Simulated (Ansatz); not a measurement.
Ansatz (an electronic-structure program) input:

Ansatz 0.2 input:
```yaml
crystal:
  periodic: [false, false, false]
  atoms:
    - {symbol: Cl, position_ang: [-0.00000000, -0.00000000, -1.35530721]}
    - {symbol: Cl, position_ang: [0.00000000, 0.00000000, 1.35530721]}
basis:
  gaussian:
    orbitals: def2-TZVP
hamiltonian:
  xc: b3lyp
  dispersion: d3bj
total_charge: -1
magnetization: {spin_polarized: true, initial_magnetization: 1}
phonons: {temperatures: {t_min: 298.15, t_max: 298.15, t_step: 100}}
```

Problem. What final total energy does it print?

Solution. -920.51927 Eh (B3LYP-D3(BJ)/def2-TZVP). The basis has 74 functions.
